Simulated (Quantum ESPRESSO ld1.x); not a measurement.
The numbers below are computed, except where a source is named.
Problem. The aim is neutral vanadium in [Ar] 3d3 4s2. This ld1.x (Quantum ESPRESSO 7.5) run was made with `OMP_NUM_THREADS=1 ld1.x < ld1.in > ld1.out`. Can the result be used? Name any fault.

```
 &input
    zed=23.0,
    iswitch=1,
    rel=4,
    lsd=1,
    dft='PW',
    config='[Ar] 3d3 4s2',
    prefix='ld1',
    max_out_wfc=37,
    file_charge='ld1.rho',
 /
```

Output (excerpt):

```
     Program LD1 v.7.5 starts

 %%%%%%%%%%%%%%%%%%%%%%%%%%%%%%%%%%%%%%%%%%%%%%%%%%%%%%%%%%%%%%%%%%%%%%%%%%%%%%
     Error in routine ld1_readin (1):
     wrong rel
 %%%%%%%%%%%%%%%%%%%%%%%%%%%%%%%%%%%%%%%%%%%%%%%%%%%%%%%%%%%%%%%%%%%%%%%%%%%%%%

     stopping ...
```

Solution. No (refused). The line at issue: rel=4. The program stops in ld1_readin with "wrong rel": rel takes 0, 1 or 2. The sound input gives -947.1240 hartree.
